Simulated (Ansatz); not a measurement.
Basis sets compared for the cluster Si₅Se₅. Charge 0, multiplicity 1. Geometry PBE-D4/def2-SVP. Ansatz on 6 threads of Intel Xeon on a shared host; times are rough, and most runs start from earlier orbitals.

```xyz
10

Si    0.819    1.052    1.996
Si   -1.902    0.769    1.654
Si   -2.327   -0.842   -0.112
Si    0.588    1.887   -1.452
Si    0.839   -1.316   -0.702
Se   -0.817   -0.081   -1.966
Se   -0.409   -1.317    1.402
Se   -0.630    2.516    0.623
Se    2.229    0.509   -0.132
Se    1.610   -3.178   -1.310
```

Another isomer (singlet) lies 0.05 eV lower at PBE-D4/def2-SVP; other spin states weren't run for this one.

Binding counts from free atoms (Si triplet, Se triplet) in the same basis, without a counterpoise term.

```json
{"level": "PBE-D4/def2-SVP", "functions": "250", "energy (Eh)": "-13451.0776", "HOMO (eV)": "-5.30", "LUMO (eV)": "-3.63", "binding per atom (eV)": "3.55", "wall time": "8 s"}
{"level": "PBE0-D4/def2-SVP", "functions": "250", "energy (Eh)": "-13451.5573", "HOMO (eV)": "-6.19", "LUMO (eV)": "-3.08", "binding per atom (eV)": "3.38", "wall time": "23 s"}
```

Estimate the rows for PBE-D4/def2-TZVP (with forces), PBE0-D4/def2-TZVP.


| level | functions | energy (Eh) | HOMO (eV) | LUMO (eV) | binding per atom (eV) | wall time |
| --- | --- | --- | --- | --- | --- | --- |
| PBE-D4/def2-TZVP (with forces) | 425 | -13453.0536 | -5.26 | -3.60 | 3.58 | 27 s |
| PBE0-D4/def2-TZVP | 425 | -13453.5321 | -6.10 | -3.00 | 3.43 | 80 s |
